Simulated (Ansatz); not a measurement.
`C[SiH2]N(C)C` → CH₄ + `CN(C)[SiH]` at 700 K and 1 bar (silylene formation by 1,1-elimination).

Isolated molecules relaxed with PBE0-D4/def2-TZVP in Ansatz; ΔE leaves out vibrations. CCSD(T)/CBS adds triple-zeta CCSD(T) − MP2 to the extrapolated MP2 energy (def2 sets, frozen cores). This one scheme is used for every species. One conformer a species, not always the lowest.

```json
{"species": "`C[SiH2]N(C)C`", "CCSD(T)/CBS energy (Eh)": "-464.57799", "H − E (kJ/mol)": "455.5", "S (J/(mol·K))": "516.5"}
{"species": "CH₄", "CCSD(T)/CBS energy (Eh)": "-40.46206", "H − E (kJ/mol)": "145.9", "S (J/(mol·K))": "224.0"}
{"species": "`CN(C)[SiH]`", "CCSD(T)/CBS energy (Eh)": "-424.06348", "H − E (kJ/mol)": "304.9", "S (J/(mol·K))": "408.4"}
```

H − E and S are ideal-gas, rigid-rotor, harmonic terms from PBE0-D4/def2-TZVP, for one conformer and one mirror image of each species. 1 Eh = 2625.50 kJ/mol, R = 8.31446 J/(mol·K).

Task: By hand: ΔE, ΔH, ΔS and ΔG.

Result: ΔE = (-40.46206) + (-424.06348) − (-464.57799) = 0.05245 Eh = 137.7 kJ/mol. Δ(H − E) = 145.9 + 304.9 − 455.5 = -4.7, so ΔH = 133.0 kJ/mol. ΔS = 224.0 + 408.4 − 516.5 = 115.9 J/(mol·K). ΔG = 133.0 − 700 × (115.9)/1000 = 51.9 kJ/mol.

Task: By hand: the equilibrium constant, and the temperature at which ΔG would vanish if ΔH and ΔS stayed fixed.

Result: log₁₀ K = −ΔG/(RT ln 10) = -3.9. ΔG = 0 at ΔH/ΔS = 1148 K.

The number of gas molecules changes by +1, which sets the sign of ΔS. A doubt of 5 kJ/mol in ΔE shifts log₁₀ K by 0.4 here. Other conformers and mirror images would add mixing entropy, several J/(mol·K) or more a flexible species. Modes under 60 cm⁻¹, often nearly free rotors, make the harmonic entropy too high. These are equilibria of isolated gas molecules and say nothing of rates. Largest T1 diagnostic: 0.015 (customary marks: 0.02 for closed shells, 0.045 for open ones).
